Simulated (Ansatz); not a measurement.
This triplet is an excited state, 1.85 eV above the relaxed singlet at the level frozen-core CCSD(T)/cc-pVTZ // PBE0-D3(BJ)/def2-TZVP (Ansatz, an electronic-structure program).

Calculation: PBE0-D3(BJ)/def2-TZVP (Ansatz). No frequencies were computed at this level.

Ansatz 0.2 input:
```yaml
crystal:
  periodic: [false, false, false]
  atoms:
    - { symbol: N, position_ang: [-0.957877, 0.186154, 0.531978] }
    - { symbol: C, position_ang: [0.160676, -0.598945, 0.473961] }
    - { symbol: S, position_ang: [1.520225, -0.447738, -0.469673] }
    - { symbol: H, position_ang: [-1.685383, -0.189089, 1.126051] }
    - { symbol: H, position_ang: [-1.321059, 0.531904, -0.353731] }
    - { symbol: H, position_ang: [2.283423, 0.517716, 0.168448] }
basis:
  gaussian: { orbitals: def2-tzvp }
hamiltonian:
  xc: pbe0
  dispersion: d3bj
relax:
  max_steps: 150
magnetization:
  spin_polarized: true
  initial_magnetization: 2
```

Output:

```
Functional definition: PBE0
738 factors; their error is unknown
mean field evaluation 1: about -13395.8448 eV, gradient 3.8e1 eV
mean field evaluation 2: about -13379.9612 eV, gradient 6.5e1 eV
mean field evaluation 4: about -13402.3085 eV, gradient 4.1e0 eV
mean field evaluation 8: about -13402.4038 eV, gradient 2.1e-1 eV
mean field evaluation 16: about -13402.4313 eV, gradient 3.1e-4 eV
mean field -13402.43132892 eV, -492.5302668435 hartree, gradient 8.6e-5 eV, S^2 2.010913; 0 other end points of the search recorded, 0 dependent functions left out
reference -13402.43135447 eV, -492.5302677824 hartree; 17, 15 occupied and 100, 102 virtual orbitals, 738 factors
relax step   1: F+E_penalty+E_count = -13402.51476719 eV  Δ(F+E_penalty+E_count) = +0.000e0 eV  max|allowed force component| = 3.122e-1 eV/Å  Δτ_max = 0.0000 Å  (30 SCF iters, accepted)
these checks for a lower state are left out or cut short: starts, cluster_reference, orbital_swaps, neighbouring_geometries, increment
738 factors; their error is unknown
mean field -13402.44213443 eV, -492.5306639386 hartree, gradient 2.0e-5 eV, S^2 2.010759; 0 other end points of the search recorded, 0 dependent functions left out
reference -13402.44215989 eV, -492.5306648744 hartree; 17, 15 occupied and 100, 102 virtual orbitals, 738 factors
relax step   2: F+E_penalty+E_count = -13402.52555220 eV  Δ(F+E_penalty+E_count) = -1.079e-2 eV  max|allowed force component| = 2.293e-1 eV/Å  Δτ_max = 0.0330 Å  (33 SCF iters, accepted)
these checks for a lower state are left out or cut short: starts, cluster_reference, orbital_swaps, neighbouring_geometries, increment
738 factors; their error is unknown
mean field evaluation 32: about -13402.4587 eV, gradient 4.4e-5 eV
mean field -13402.45868913 eV, -492.5312723129 hartree, gradient 4.4e-5 eV, S^2 2.010422; 0 other end points of the search recorded, 0 dependent functions left out
reference -13402.45871440 eV, -492.5312732413 hartree; 17, 15 occupied and 100, 102 virtual orbitals, 738 factors
relax step   3: F+E_penalty+E_count = -13402.54193261 eV  Δ(F+E_penalty+E_count) = -1.638e-2 eV  max|allowed force component| = 2.320e-1 eV/Å  Δτ_max = 0.1203 Å  (33 SCF iters, accepted)
these checks for a lower state are left out or cut short: starts, cluster_reference, orbital_swaps, neighbouring_geometries, increment
738 factors; their error is unknown
mean field -13402.46141466 eV, -492.5313724740 hartree, gradient 1.8e-5 eV, S^2 2.010108; 0 other end points of the search recorded, 0 dependent functions left out
reference -13402.46143967 eV, -492.5313733931 hartree; 17, 15 occupied and 100, 102 virtual orbitals, 738 factors
relax step   4: F+E_penalty+E_count = -13402.54440001 eV  Δ(F+E_penalty+E_count) = -2.467e-3 eV  max|allowed force component| = 3.624e-1 eV/Å  Δτ_max = 0.1083 Å  (32 SCF iters, accepted)
these checks for a lower state are left out or cut short: starts, cluster_reference, orbital_swaps, neighbouring_geometries, increment
738 factors; their error is unknown
mean field -13402.46732347 eV, -492.5315896188 hartree, gradient 1.8e-5 eV, S^2 2.010119; 0 other end points of the search recorded, 0 dependent functions left out
reference -13402.46734844 eV, -492.5315905367 hartree; 17, 15 occupied and 100, 102 virtual orbitals, 738 factors
relax step   5: F+E_penalty+E_count = -13402.55056552 eV  Δ(F+E_penalty+E_count) = -6.166e-3 eV  max|allowed force component| = 1.174e-1 eV/Å  Δτ_max = 0.0297 Å  (34 SCF iters, accepted)
these checks for a lower state are left out or cut short: starts, cluster_reference, orbital_swaps, neighbouring_geometries, increment
738 factors; their error is unknown
mean field -13402.46765755 eV, -492.5316018962 hartree, gradient 1.6e-5 eV, S^2 2.010143; 0 other end points of the search recorded, 0 dependent functions left out
reference -13402.46768253 eV, -492.5316028140 hartree; 17, 15 occupied and 100, 102 virtual orbitals, 738 factors
relax step   6: F+E_penalty+E_count = -13402.55084984 eV  Δ(F+E_penalty+E_count) = -2.843e-4 eV  max|allowed force component| = 2.524e-2 eV/Å  Δτ_max = 0.0087 Å  (35 SCF iters, accepted)
these checks for a lower state are left out or cut short: starts, cluster_reference, orbital_swaps, neighbouring_geometries, increment
738 factors; their error is unknown
mean field -13402.46761700 eV, -492.5316004060 hartree, gradient 1.6e-5 eV, S^2 2.010118; 0 other end points of the search recorded, 0 dependent functions left out
reference -13402.46764197 eV, -492.5316013237 hartree; 17, 15 occupied and 100, 102 virtual orbitals, 738 factors
relax step   7: F+E_penalty+E_count = -13402.55081692 eV  Δ(F+E_penalty+E_count) = +3.292e-5 eV  max|allowed force component| = 1.453e-2 eV/Å  Δτ_max = 0.0103 Å  (34 SCF iters, rejected (line search))
these checks for a lower state are left out or cut short: starts, cluster_reference, orbital_swaps, neighbouring_geometries, increment
738 factors; their error is unknown
mean field evaluation 64: about -13402.4677 eV, gradient 7.8e-5 eV
mean field -13402.46772173 eV, -492.5316042546 hartree, gradient 1.6e-5 eV, S^2 2.010124; 0 other end points of the search recorded, 0 dependent functions left out
reference -13402.46774670 eV, -492.5316051723 hartree; 17, 15 occupied and 100, 102 virtual orbitals, 738 factors
relax step   8: F+E_penalty+E_count = -13402.55090952 eV  Δ(F+E_penalty+E_count) = -5.968e-5 eV  max|allowed force component| = 3.932e-3 eV/Å  Δτ_max = 0.0035 Å  (35 SCF iters, accepted)
738 factors; their error is unknown
mean field -13402.46772173 eV, -492.5316042546 hartree, gradient 5.1e-5 eV, S^2 2.010124; 1 other end points of the search recorded, 0 dependent functions left out
reference -13402.46774670 eV, -492.5316051723 hartree; 17, 15 occupied and 100, 102 virtual orbitals, 738 factors
Total energy: -13402.55093449 eV, -492.5346622672 hartree
Atom 0 at    -0.922429     0.190700     0.459534 Å, force    -0.003932    -0.003615    -0.001397 eV/Å
Atom 1 at     0.118218    -0.672886     0.268729 Å, force     0.002325     0.000946    -0.000069 eV/Å
Atom 2 at     1.606756    -0.424194    -0.484360 Å, force    -0.003201    -0.002559    -0.001846 eV/Å
Atom 3 at    -1.508219    -0.022252     1.253725 Å, force     0.001972     0.001816    -0.000871 eV/Å
Atom 4 at    -1.471344     0.428976    -0.360431 Å, force     0.001852     0.001025     0.001707 eV/Å
Atom 5 at     2.177023     0.499659     0.339837 Å, force     0.000983     0.002387     0.002475 eV/Å
Dipole moment:    -0.367825     0.234072     0.113382 e Å
```

Cost: around 21 core-seconds (rough).
